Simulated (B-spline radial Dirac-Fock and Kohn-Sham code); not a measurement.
I⁶⁺ 3s: cross section and angular parameters

System: I⁶⁺, [Kr] 4d10 5s1; threshold 1134.3 eV (orbital energy of the model). Level of theory: Dirac-Hartree-Slater photoionisation with a Latter tail; cross sections with all multipoles, angular parameters from the dipole term and its interference with E2; a radial finite-basis atomic code.

For linearly polarised light dσ/dΩ = σ/(4π) [1 + β P₂(cos θ) + (δ + γ cos²θ) sin θ cos φ], with θ from the polarisation vector and φ the angle between the beam and the projection of the electron momentum on the plane normal to the polarisation.

```csv
hν (eV),σ (kb),β,γ
1486.9,48.5,1.983,0.533
1540,46.1,1.983,0.495
1590,44.1,1.983,0.462
2450,22.4,1.987,0.097
2690,?,?,?
4070,9.18,1.989,-0.107
4100,9.06,1.989,-0.108
6000,4.41,1.990,-0.063
6160,4.19,1.990,-0.052
8047.8,2.45,1.990,0.108
11900,1.08,1.990,0.509
12400,0.991,1.990,0.564
```

Question: Give the values at 2690 eV.

Answer: σ = 19.2 kb, β = 1.988, γ = 0.040. For an s subshell δ is negligible.

Values without a named source are computed, but for edge energies of neutral atoms, which are taken from tables.
